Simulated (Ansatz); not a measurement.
Si(OMe)Me3 (C₄H₁₂OSi). Charge 0, multiplicity 1. Geometry PBE-D4/def2-SVP, basis def2-TZVP, Ansatz.

| atom | x (Å) | y (Å) | z (Å) |
| --- | --- | --- | --- |
| C1 | 0.1367 | 1.3335 | 2.0061 |
| C2 | 1.7243 | -0.5142 | -0.5009 |
| C3 | -0.8455 | 0.9966 | -1.3390 |
| C4 | -1.0317 | -1.9430 | -0.3481 |
| O5 | -0.3798 | 0.1544 | 1.4369 |
| Si6 | -0.1258 | -0.3071 | -0.1753 |
| H7 | 1.2525 | 1.3697 | 1.9846 |
| H8 | -0.1771 | 1.3884 | 3.0702 |
| H9 | -0.2363 | 2.2562 | 1.4998 |
| H10 | 2.1689 | -1.2521 | 0.1981 |
| H11 | 2.2740 | 0.4423 | -0.3814 |
| H12 | 1.9060 | -0.8732 | -1.5354 |
| H13 | -1.9260 | 1.1511 | -1.1403 |
| H14 | -0.7356 | 0.6849 | -2.3986 |
| H15 | -0.3353 | 1.9757 | -1.2275 |
| H16 | -2.1107 | -1.8219 | -0.1233 |
| H17 | -0.6206 | -2.6977 | 0.3526 |
| H18 | -0.9379 | -2.3434 | -1.3784 |

```json
{"run": "A", "HOMO (eV)": "-9.93", "LUMO (eV)": "2.21"}
{"run": "B", "HOMO (eV)": "-7.57", "LUMO (eV)": "0.85"}
{"run": "C", "HOMO (eV)": "-6.20", "LUMO (eV)": "-0.09"}
{"run": "D", "HOMO (eV)": "-6.40", "LUMO (eV)": "0.80"}
```

Task: The runs used LDA (SPW92), PBE0, r2SCAN, ωB97M-V. Estimate which is which.

Result: A ωB97M-V (range-separated); B PBE0 (25 % exact exchange); C LDA (SPW92) (0 % exact exchange); D r2SCAN (0 % exact exchange). Exact exchange lowers occupied and raises empty levels; among semilocal functionals meta-GGAs tend to open the gap a little, and such runs are hard to tell apart. The gap grows from 6.11 eV (LDA (SPW92)) to 12.14 eV (ωB97M-V).
